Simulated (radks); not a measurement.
Computed order of ionisation of tantalum. At each step one electron was removed from each of the four highest sub-shells of the ion before, moves of one valence electron (up to charge 6) and the configuration listed by NIST were tried, and the lowest configuration was kept. Method: Dirac Kohn-Sham, PBE, spin-unpolarised, spherical densities, finite nucleus; Fermi nuclear charge, rms radius of each element as measured or else 0.836 A^(1/3) + 0.57 fm; computed with a radial shooting solver on a logarithmic mesh with Libxc functionals. Sub-shells are occupied by j as written (lower j first in brackets).

species	lowest configuration found	NIST configuration	margin to the next tried (eV)	IE (eV)	NIST IE (eV)	kind
Ta	[Xe] 4f14 5d(3/2: 3, 5/2: 0) 6s2	same	1.882	7.891	7.550	exp.
Ta+	[Xe] 4f14 5d(3/2: 2, 5/2: 0) 6s2	[Xe] 4f14 5d(3/2: 3, 5/2: 0) 6s1 lies 0.477 eV higher	0.477	15.336	16.2	semi-emp.
Ta2+	[Xe] 4f14 5d(3/2: 3, 5/2: 0)	same	0.611	23.864	23	theory
Ta3+	[Xe] 4f14 5d(3/2: 2, 5/2: 0)	same	2.848	35.434	35	theory
Ta4+	[Xe] 4f14 5d(3/2: 1, 5/2: 0)	same	5.388	48.082	48.27	semi-emp.
Ta5+	[Xe] 4f14	same	29.978	94.172	94.01	semi-emp.
Ta6+	[Xe] 4f(5/2: 6, 7/2: 7)	same	2.093	120.44	119	theory
Ta7+	[Kr] 4d10 4f(5/2: 6, 7/2: 7) 5s2 5p(1/2: 2, 3/2: 3)	same	0.763	138.43	139	theory
Ta8+	[Kr] 4d10 4f(5/2: 6, 7/2: 7) 5s2 5p(1/2: 2, 3/2: 2)	same	3.350	156.87	159	theory
Ta9+	[Kr] 4d10 4f(5/2: 6, 7/2: 7) 5s2 5p(1/2: 2, 3/2: 1)	same	6.142	175.71	180	theory
Ta10+	[Kr] 4d10 4f(5/2: 6, 7/2: 7) 5s2 5p(1/2: 2, 3/2: 0)	same	9.143	207.30	213	theory
Ta11+	[Kr] 4d10 4f(5/2: 6, 7/2: 6) 5s2 5p(1/2: 2, 3/2: 0)	[Kr] 4d10 4f(5/2: 6, 7/2: 7) 5s2 5p(1/2: 1, 3/2: 0) lies 0.357 eV higher	0.357	231.54	235	theory
Ta12+	[Kr] 4d10 4f(5/2: 6, 7/2: 6) 5s2 5p(1/2: 1, 3/2: 0)	differs (not computed)	8.129	252.77	262	theory
Ta13+	[Kr] 4d10 4f(5/2: 6, 7/2: 6) 5s2	same	11.626	289.66	304	theory

Reference values: NIST Atomic Spectra Database (exp. = measured, semi-emp. = semi-empirical, theory = theoretical value adopted there). Spin polarisation and multiplet splitting are left out, so open shells lie too high by an amount that depends on their filling.

Beside tabulated values, note that spin-unpolarised runs miss the spin-polarisation part of the exchange energy of open shells.
